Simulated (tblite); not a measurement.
Cl4Ti, charge +1, doublet, at a GFN2-xTB geometry (such geometries of metal compounds can be far from the true shape) (the multiplicity is a formal guess); IPEA1-xTB (tblite).

Input for tblite:
```
$ tblite run mol.xyz --method ipea1 --charge 1 --spin 1 --json tblite.json --no-restart

# file mol.xyz
5

Ti     0.00000000    -0.00000000    -0.00000000
Cl     1.69747891    -0.53617898    -1.16148900
Cl     0.61687574     0.47973787     1.97668792
Cl    -0.95238075     1.68724787    -0.87415377
Cl    -1.36197391    -1.63080675     0.05895485
```

Q: What does tblite print? Leave out banner, timings and long lists.

A: 
```
xTB calculator
 | screened Coulomb repulsion
 | Coulomb electrostatics
 |  * isotropic Klopman-Ohno-Mataga-Nishimoto electrostatics
 |  * onsite third-order electrostatics
 | DFT-D3(BJ) dispersion correction

halogen bonding energy    0.0000000000000E+00 Eh
repulsion energy          4.5779550647247E-02 Eh
dispersion energy        -3.3965724728871E-03 Eh
number of electrons       3.1000000000000E+01 e
integral cutoff           4.0000000000000E+01 bohr

------------------------------------------------------------
  cycle        total energy    energy error   density error
------------------------------------------------------------
      1     -17.65865010350  -1.7701033E+01   6.0767299E-01
      2     -3.947242211320   1.3711408E+01   1.4411721E+00
      3     -17.74525213538  -1.3798010E+01   4.2712738E-01
      4     -18.21568514678  -4.7043301E-01   1.6951605E-01
      5     -18.21480335049   8.8179629E-04   1.5525729E-01
      6     -18.31873929440  -1.0393594E-01   5.1208319E-02
      7     -18.32478277974  -6.0434853E-03   2.3519727E-02
      8     -18.32651568812  -1.7329084E-03   1.4154296E-03
      9     -18.32651730453  -1.6164136E-06   3.9274279E-04
     10     -18.32651747868  -1.7414667E-07   3.0747826E-04
     11     -18.32651776984  -2.9115910E-07   1.4215541E-05
------------------------------------------------------------

electronic energy        -1.8368900748013E+01 Eh
total energy             -1.8326517769839E+01 Eh

Post processing:
 | Mayer-Wiberg bond orders

[Info] JSON dump of results written to 'tblite.json'
```
